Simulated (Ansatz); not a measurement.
`C#CBCC` + `O[SiH3]` → `CCBO[SiH3]` + `C#C`  (ligand exchange at a B–C bond)

Program: Ansatz. Geometries: PBE0-D4/def2-TZVP. ΔE: electronic, gas phase. CBS: MP2 limit from def2 TZ/QZ plus the TZ coupled-cluster correction, frozen cores. This one scheme is used for every species. DFT in def2-TZVPP. Each species was taken in one conformer, which may not be the lowest.

`C#CBCC`:

Cartesian coordinates in Å:
```
C 3.166 0.029 0.451
C 2.008 -0.265 0.265
B 0.556 -0.633 0.046
C -0.520 0.451 -0.254
C -1.977 0.045 -0.074
H 4.188 0.284 0.614
H 0.268 -1.797 0.062
H -0.329 0.698 -1.314
H -0.292 1.385 0.272
H -2.206 -0.860 -0.641
H -2.663 0.829 -0.403
H -2.200 -0.166 0.975
```

`O[SiH3]`:

Z-matrix (Å, degrees):
```
Si
O 1 1.648
H 1 1.489 2 111.7
H 1 1.489 2 111.7 3 120.9
H 1 1.481 2 105.9 3 -119.6
H 2 0.957 1 117.9 3 -60.5
```

`CCBO[SiH3]`:

Cartesian coordinates in Å:
```
C -0.380 -2.107 1.237
C 0.540 -0.969 0.809
B -0.048 0.001 -0.266
O 0.408 1.276 -0.354
Si 0.046 2.514 -1.386
H 0.117 -2.800 1.920
H -0.726 -2.683 0.374
H -1.269 -1.728 1.748
H 1.448 -1.390 0.346
H 0.904 -0.402 1.672
H -0.889 -0.363 -1.056
H -0.994 2.092 -2.359
H 1.286 2.901 -2.102
H -0.444 3.659 -0.582
```

`C#C`:

Cartesian coordinates in Å:
```
C 0.107 -0.374 -0.455
C -0.107 0.374 0.455
H 0.296 -1.040 -1.264
H -0.296 1.040 1.264
```

```
           level  ΔE (kJ/mol)
          B97M-V        -76.8
       CAM-B3LYP        -87.6
CCSD(T)/def2-SVP       -104.1
  CCSD/CBS(def2)        -86.6
```

Problem. What does CCSD(T)/CBS give? (Estimate.)

Solution. The calculation gave: -85.3 kJ/mol. The listed levels differ from it by 8.5, -2.3, -18.8, -1.3 kJ/mol.

Problem. What do rigid-rotor, harmonic-oscillator terms from PBE0-D4/def2-TZVP frequencies (298.15 K, 1 bar) make of the CCSD(T)/CBS value? (Best estimate.)

Solution. Computed: ΔZPE = +0.7 kJ/mol, ΔH = -84.0 kJ/mol, ΔS = -20 J/(mol·K), ΔG = -78.0 kJ/mol. Modes under 50 cm⁻¹ make the entropy rough.

Largest T1 diagnostic among the species: 0.013.

From r2SCAN to r2SCAN0 (25 % exact exchange), in def2-TZVPP and without D4, ΔE moves by −3.3 kJ/mol. At CCSD(T), def2-SVP lies −18.8 kJ/mol from the extrapolated value and def2-TZVPP −1.4 kJ/mol. In def2-TZVPP, CCSD(T) changes the Hartree–Fock value by +4.1 kJ/mol (the triples alone add +1.3 kJ/mol) and MP2 by +7.0 kJ/mol.

CCSD(T)/CBS has its own doubt, a few kJ/mol and more with outer-core shells, so smaller differences from it don't rank the levels.
